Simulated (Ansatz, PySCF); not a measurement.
Gas-phase reaction in SMILES: [F][Mg][F] → [F][Mg] + F atom (the F-Mg bond at the site shown breaks; other sites are not compared here)
Geometries: B3LYP-D3(BJ)/def2-TZVP minima from Ansatz (a first-principles code). Frequencies are from Ansatz or PySCF. A spin state is the lowest found, not a proven ground state.
Geometry of the first species:
SMILES: [F][Mg][F]
```xyz
3

Mg     0.0000     0.0000     0.0000
F      0.0000     0.0000     1.7511
F      0.0000     0.0000    -1.7511
```
Charge 0, spin multiplicity 1.

Property: bond dissociation energy (enthalpy at 298 K, with B3LYP-D3(BJ) rigid-rotor harmonic-oscillator terms), in kcal/mol. Cores are frozen in the correlated levels unless marked. UHF or UKS for open shells. Spin-orbit coupling is left out. Non-relativistic. CBS marks a two-point X^-3 extrapolation of the correlation energy; Hartree-Fock from the larger set.

| level | program | bond dissociation energy (kcal/mol) |
|---|---|---|
| r2SCAN-D4/def2-TZVPD | Ansatz + dftd4 | 135.7 |
| B2PLYP-D3(BJ)/def2-TZVPD | Ansatz + dftd3 | 137.5 |

Estimate the value at CCSD(T)/CBS(def2-TZVPPD,def2-QZVPPD) as computed with Ansatz.

140.8 kcal/mol
